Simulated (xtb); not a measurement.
CH₅GaN, charge +1, singlet, geometry from GFN2-xTB (such geometries of metal compounds can be far from the true shape). Base run: GFN2-xTB in xtb 6.7.1.

Input for xtb:
```
$ xtb mol.xyz --gfn 2 --chrg 1 --json

# file mol.xyz
8

Ga    -0.02078167    -0.04139309     0.01871991
C     -0.32965711     1.59034736    -1.18372534
H     -1.18371196     2.14260301    -0.78054048
H     -0.53325475     1.22375778    -2.19427313
H      0.58532729     2.19041600    -1.15293618
N      0.45638313    -1.42157676     1.12474740
H      0.54897475    -2.36245116     0.73536416
H      0.01015732    -1.50218645     2.04118885
```

Variants of this job, named by their change:

```tsv
change	ΔE vs base (mEh)	HOMO-LUMO gap (eV)	SCF cycles
base	0.000	2.58	12
acc = 30	0.000	2.58	10
etemp = 5000	?	?	13
gbsa = toluene	?	?	12
acc = 0.1	0.000	2.58	15
acc = 0.0001	0.000	2.58	19
file = coord	0.000	2.58	12
acc = 1000	0.003	2.59	8
```

Task: Some entries are withheld; supply them.

Result: 
- etemp = 5000, ΔE vs base (mEh): -2.934
- etemp = 5000, HOMO-LUMO gap (eV): 2.74
- gbsa = toluene, ΔE vs base (mEh): -71.579
- gbsa = toluene, HOMO-LUMO gap (eV): 2.67

ALPB and GBSA are two models with their own fitted parameters for each solvent, which aren't always the measured dielectric constant.
